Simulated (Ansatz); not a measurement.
Consider the atomization: `[SeH][SiH]1[NH][AlH]1` → Al• + 4 H• + N• + Se• + Si•.

Gas-phase electronic energies from Ansatz, PBE0-D4/def2-TZVP geometries. CCSD(T)/CBS is the MP2 limit (def2-TZVPP, def2-QZVPP) plus CCSD(T) − MP2 in def2-TZVPP, frozen cores. This one scheme is used for every species, atoms too. Functionals use def2-TZVPP. HSE06 is defined as in plane-wave codes. No spin–orbit coupling; open shells (•) take unrestricted orbitals. Spin–orbit coupling would lower the free atoms: a little for Al, Si; clearly for Se. Bonds to Se are less sure, by a few kJ/mol each and by 10 to 20 or more in all where they break to atoms, as the def2 sets lack core-valence functions. Scalar relativity is left out up to krypton. One conformer a species, not always the lowest.

CCSD(T)/CBS gives +24.27 eV.

(1) Another level gave +23.85 eV. Which?
A. HSE06/def2-TZVPP
B. CCSD/def2-TZVPP
C. BLYP/def2-TZVPP
D. r2SCANh-D4/def2-TZVPP

Largest T1 diagnostic among the species: 0.018.

Results:

(1) A. HSE06 23.85, r2SCANh-D4 24.07, CCSD/def2-TZVPP 22.83, BLYP 23.59 eV.

From r2SCAN to r2SCAN0 (25 % exact exchange), in def2-TZVPP and without D4, ΔE moves by −0.51 eV: exact exchange takes away binding that semilocal exchange gives to molecules. In def2-TZVPP, CCSD(T) changes the Hartree–Fock value by +7.22 eV (the triples alone add +0.50 eV) and MP2 by +7.52 eV; breaking electron pairs costs correlation energy, which Hartree–Fock lacks. The D4 term adds +0.35 eV with B3LYP and +0.18 eV with PBE0; it sums over pairs of atoms, weighted by their polarisabilities, and B3LYP, whose exchange is more repulsive, gets the larger term.

B3LYP here is the variant with VWN-RPA as its local correlation; programs differ in this.

For atomizations the MP2-based limit and the directly extrapolated one differ by several kJ/mol either way, and by 10 to 25 for some Ge, Se and Sn compounds, so smaller differences from it don't rank the levels.
